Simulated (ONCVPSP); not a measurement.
## platinum (Pt): one change to an ONCV potential, before and after

Pt, optimised norm-conserving Vanderbilt (ONCV), made with ONCVPSP 4.0.1 (LDA (Perdew-Wang 92), scalar-relativistic). Core [Kr] 4d10 4f14, reference 5s2 5p6 5d8 6s2. Waves: 5s+6s: rc 1.45 bohr, ncon 4, nbas 8, qcut 8.4 1/bohr, 2 projectors; 5p: rc 1.80 bohr, ncon 5, nbas 10, qcut 8.1 1/bohr, 2 projectors, debl 0.7 Ha; 5d: rc 2.30 bohr, ncon 5, nbas 9, qcut 6.3 1/bohr, 2 projectors, debl 2.1 Ha. Local part: polynomial inside 1.40 bohr (lpopt 2, dvloc0 4 Ha). Core correction: Teter function fitted to the true core (icmod 2), fcfact 0.55.

In the p channel the program set the typed energies aside and used -2.162, 0.250 Ha.

All-electron outer shells of the reference configuration (LDA (PZ), scalar-relativistic, ld1.x):

```csv
shell,level (eV),outermost node (bohr),outermost maximum (bohr)
5s,-104.90,0.49,0.87
4f,-73.31,–,0.38
5p,-58.83,0.53,0.98
5d,-8.25,0.57,1.24
6s,-6.78,1.14,2.32
```

Change: s: rc 2.1.

Cutoffs: the cutoffs (Ha) at which the residual kinetic energy of the hardest occupied pseudo-wave falls to 1 and 0.1 mHa per electron; they do not see the model core or the augmentation charge, which bear on the density cutoff. Errors are all-electron minus pseudo energies relative to the spin-unpolarised reference configuration.

Task: What does the change do?

Result: The potential gets softer (27 Ha and 31 Ha → 17 Ha and 25 Ha); the bound ghost in s disappears; of the 4 tests that both files solve, the error grows in 4 and shrinks in 0 by more than 15 % and 0.3 meV (median size 6.0 → 16.1 meV). A larger radius leaves more room for a smooth pseudo-wave, so fewer plane waves are needed. More of the atom is replaced by a form fitted at one configuration, so other configurations suffer.

```tsv
quantity	base	changed
cutoff, loose	27 Ha	17 Ha
cutoff, tight	31 Ha	25 Ha
loose cutoff by channel	s 27 Ha, p 15 Ha, d 16 Ha	s 17 Ha, p 15 Ha, d 16 Ha
bound ghosts	s	none
GHOST(+) flags under 300 eV	none	none
error for 5s2 5p6 5d9 6s1, meV [ΔE -0.94 eV]	+0.8	-2.9
error for 5s2 5p6 5d9 6s0, meV [ΔE 8.60 eV]	0.0	-11
error for 5s2 5p6 5d8 6s0, meV [ΔE 28.86 eV]	-11	-21
error for 5s2 5p6 5d7 6s0, meV [ΔE 61.37 eV]	-18	-26
p: phases at 1.83 bohr within 0.05 rad from the reference energy up to (Ha; the scan ends near 5)	to the end of the scan	to the end of the scan
d: phases at 2.34 bohr within 0.05 rad from the reference energy up to (Ha; the scan ends near 5)	to the end of the scan	to the end of the scan
rms error of d²Exc/dni dnj with the model core, mHa	0.31	0.92
```

 A true bound ghost makes a file unfit for plane-wave use even where its test errors are small: the radial tests pick states by their node count and pass the ghost by.
